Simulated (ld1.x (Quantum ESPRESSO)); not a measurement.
# Pseudopotential generation for Cs (Z = 55): TM, PBE, scalar-relativistic.

- Element: caesium
- Generator: ld1.x (Quantum ESPRESSO) 7.5
- Type: norm-conserving Troullier–Martins (Kleinman–Bylander form)
- Functional: PBE
- Relativity: scalar-relativistic
- Frozen core: [Kr] 4d10
- Valence charge: 9
- Reference configuration: 5s2 5p6 5d0 6s1 6p0
- Partial waves: 5s (bound): rc 2.60 bohr; 5p (bound): rc 3.20 bohr; 5d (bound, empty): rc 3.80 bohr
- Local potential: all-electron potential smoothed inside 2.35 bohr (lloc = -1)
- Core correction: a·sin(br)/r model core inside 2.30 bohr

Occupied shells without a wave of their own: 6s. They enter only through the test configuration that unscreens the potential, and ld1.x also counts them in the model core charge.

Calculated quality:

| Quantity | Value |
| --- | --- |
| Cutoffs needed | 12 Ry and 25 Ry (the cutoffs (Ry, on a coarse ladder) from which the occupation-weighted sum of valence levels, in a spherical-Bessel basis at the reference potential, stays within 10 and 1 mRy of its value at 400 Ry) |
| Ghost test | no extra level below or beside the all-electron valence levels (s, p, d, f tested) (spherical-Bessel basis up to 400 Ry, 20 bohr box) |
| Largest excitation error | -335 meV (all-electron minus pseudo) for 5s2 5p6 5d0 6s0 6p0, out of 7 test configurations |

ld1.x takes every shell without a wave as core, so the model core holds the 6s electrons as well and exchange and correlation see them twice. This cancels in the reference configuration, but the file is broken for other ones, and its errors say nothing about a proper core correction.

Generation and tests took about 2.3 s on one core of a shared server CPU.
